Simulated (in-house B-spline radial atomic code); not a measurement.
Values are calculated unless marked as measured or tabulated.
Correlation energy from the adiabatic connection: −Z exp(−kr)/r, Z = 7.89, k = 3.37

Two electrons in a singlet, external potential −Z exp(−kr)/r, Z = 7.89, k = 3.37 (atomic units). Full CI in B-splines (partial waves to l = 8, correlation up to 0.6 % small) with the density held fixed gives W(λ) = <V_ee>_λ − U, and E_c is the integral of W(λ) − W(0) from 0 to 1.

| λ | W(λ) − W(0) (hartree) |
| --- | --- |
| 0 | 0.00000 |
| 0.02 | -0.00194 |
| 0.05 | -0.00483 |
| 0.12 | -0.01155 |
| 0.25 | -0.02389 |
| 0.4 | -0.03789 |
| 0.6 | -0.05621 |
| 0.8 | -0.07413 |
| 1 | -0.09165 |

(1) Integrate the table by the trapezoid rule.

(2) Now use only three numbers: W(0) = -4.0663, the initial slope W'(0) = -0.09694 (extrapolated from the first points) and the strong-coupling limit of the point-charge-plus-continuum model, W∞ = -5.8129. What do second-order theory and the interpolation W(λ) = W∞ + (W(0) − W∞)/√(1 + 2χλ) of Seidl, Perdew and Levy give?

Results:

(1) The strips give -0.00002, -0.00010, -0.00057, -0.00230, -0.00463, -0.00941, -0.01303, -0.01658, which sum to -0.04665 hartree. The direct value, W(1) − W(0) + T_c with T_c = 0.04497, is -0.04668; the curve is convex, so chords lie above it and the trapezoids fall short in size by 0.06 %.

(2) Second order keeps the slope alone: E_c = W'(0)/2 = -0.04847, +4 % in size against -0.04668. Matching the slope fixes χ = W'(0)/(W∞ − W(0)) = -0.09694/(-1.74660) = 0.05550. Integrating, with s = √(1 + 2χ) = 1.054042, E_c = −(W(0) − W∞)(s − 1)/(s + 1) = −1.74660 × 0.054042/2.054042 = -0.04595 hartree, -1.6 % in size against the full result. At λ = 1 the formula gives W − W(0) = -0.08955 against -0.09165. Part of the miss can come from the model's W∞.
